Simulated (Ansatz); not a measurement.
**Energy profile**

The step: CH₆InN ([CH3][InH][NH2]) → CH₄InN ([CH3][In][NH]) + H₂; bonds formed: H2–H4; bonds broken: In1–H2, N3–H4 (atoms numbered as in the saddle structure below).

```
9
angstrom
In -0.1402 0.3244 -0.1108
H -1.1738 -1.2307 -1.2843
N -1.4498 1.0149 -1.3650
H -1.5213 -0.3769 -1.5601
C 1.3078 -0.3394 1.2838
H -1.6895 1.9913 -1.5253
H 2.2307 0.2289 1.1682
H 0.9314 -0.2175 2.2994
H 1.5048 -1.3950 1.0942
```

Electronic energies by CCSD(T) at an estimated basis limit (MP2 extrapolated from triple and quadruple zeta, plus CCSD(T) − MP2 in triple zeta), on PBE0-D4/def2-TZVP structures; CH₆InN, closed shell; no counterpoise correction. Ansatz 0.2.0; basis: def2-TZVPP and def2-QZVPP; cores frozen in the correlated methods. Filled d shells of the heavier atoms are correlated. Core potentials replace the inner electrons of the atoms past krypton. The def2 sets are not built for correlating such inner shells, so the correlated values are less sure here. Extrapolation: Hartree–Fock as exp(−7.88 √X), correlation as X^−2.97.

Give the profile in kcal/mol, counted from the start structure. (To be estimated.)

By the calculation:
```json
{"point": "start structure", "kcal/mol": "0.00"}
{"point": "saddle", "kcal/mol": "68.97"}
{"point": "end structure", "kcal/mol": "50.38"}
{"point": "separated: CH₄InN (linked as [CH3][In][NH]; In1, N3, C5, H6, H7, H8, H9; singlet) + H₂ (H2, H4; singlet)", "kcal/mol": "52.29"}
```

T1 diagnostic: at most 0.025. The restricted Hartree–Fock reference is unstable towards an unrestricted one at one or more of these structures.

For scale, one of the runs: CCSD(T)/def2-TZVPP, 196 basis functions, launched by `ansatz run in.yaml --threads 4 --pin off --events-out ev --progress --plain --max-ram 9574MiB`. Time: 59 s of wall clock on 4 CPU threads of an Arm Neoverse V1; the host was shared. Peak host memory: 2.6 GiB.
